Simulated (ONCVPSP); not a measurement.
## Building the ONCV potential for chlorine (PBE, scalar-relativistic).

```
Element                 : chlorine
Generator               : ONCVPSP 4.0.1
Type                    : optimised norm-conserving Vanderbilt (ONCV)
Functional              : PBE
Relativity              : scalar-relativistic
Frozen core             : [Ne]
Valence charge          : 7
Reference configuration : 3s2 3p5
Partial waves           : 3s: rc 1.30 bohr, ncon 4, nbas 8, qcut 5.7 1/bohr, 1 projector; 3p: rc 1.50 bohr, ncon 4, nbas 7, qcut 4.6 1/bohr, 2 projectors, debl 2.8 Ha; d scattering state at 0.06 Ha: rc 1.50 bohr, ncon 5, nbas 9, qcut 6.9 1/bohr, 2 projectors, debl 3.8 Ha
Local potential         : polynomial inside 1.25 bohr (lpopt 5, dvloc0 0 Ha)
Core correction         : Teter function, fcfact 4, rcfact 1.15
```

All-electron outer shells of the reference configuration (PBE, scalar-relativistic, ld1.x):

```json
{"shell": "2s", "level (eV)": "-252.70", "outermost node (bohr)": "0.12", "outermost maximum (bohr)": "0.36"}
{"shell": "2p", "level (eV)": "-191.63", "outermost node (bohr)": "–", "outermost maximum (bohr)": "0.30"}
{"shell": "3s", "level (eV)": "-20.69", "outermost node (bohr)": "0.55", "outermost maximum (bohr)": "1.29"}
{"shell": "3p", "level (eV)": "-8.59", "outermost node (bohr)": "0.53", "outermost maximum (bohr)": "1.43"}
```

(1) Estimate the cutoffs (Ha) at which the residual kinetic energy of the hardest occupied pseudo-wave falls to 1 and 0.1 mHa per electron.

(2) Does the potential have ghost states?

(3) Which valence shell sets the plane-wave cutoff?

(4) Tests: 3s2 3p4; 3s2 3p3; 3s2 3p2; 3s1 3p6. Which has the largest error in its energy relative to the reference configuration, and how large is it?

## Answers

(1) 16 Ha and 48 Ha. The cutoffs count occupied waves only; projector 2 of the d channel, the hardest unoccupied one, needs 80 Ha at the loose tolerance.

(2) No bound ghost flagged; no localised positive-energy state flagged.

(3) 3s: 16 Ha for 1 mHa per electron, against 8 Ha for 3p.

(4) 3s2 3p2, with +52 meV (all-electron minus pseudo) on +77.63 eV.
